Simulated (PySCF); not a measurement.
4-methyl-1,3-thiazole (C4H5NS), SMILES Cc1cscn1. Heavy atoms are numbered as in [CH3:1][c:2]1[cH:3][s:4][cH:5][n:6]1. Hydrogens are named by the atom that carries them.

Coordinates come from a PBE-D3(BJ)/def2-SVP optimisation.

The numbers are results of PBE/pcSseg-1 (PySCF), not measurements.

GIAO shieldings, no solvent; atoms alike by connectivity are averaged. δ = σ(ref) − σ: ¹³C against TMS (σ = 182.0 ppm); ³³S against H2S (σ = 706.5 ppm); ¹⁵N against NH3 (σ = 267.0 ppm); ¹H against TMS (σ = 31.49 ppm), references at their B3LYP-D3(BJ)/def2-TZVP geometries, non-relativistic.

Computed chemical shifts:
| nucleus | atoms | count | δ (ppm) |
|---|---|---|---|
| ¹³C | C2 | 1 | 160.6 |
| ¹³C | C5 (CH) | 1 | 157.0 |
| ¹³C | C3 (CH) | 1 | 124.1 |
| ¹³C | C1 (CH3) | 1 | 23.1 |
| ³³S | S4 | 1 | 519.9 |
| ¹⁵N | N6 | 1 | 370.4 |
| ¹H | H on C5 | 1 | 8.66 |
| ¹H | H on C3 | 1 | 7.17 |
| ¹H | H on C1 | 3 | 3.08 |
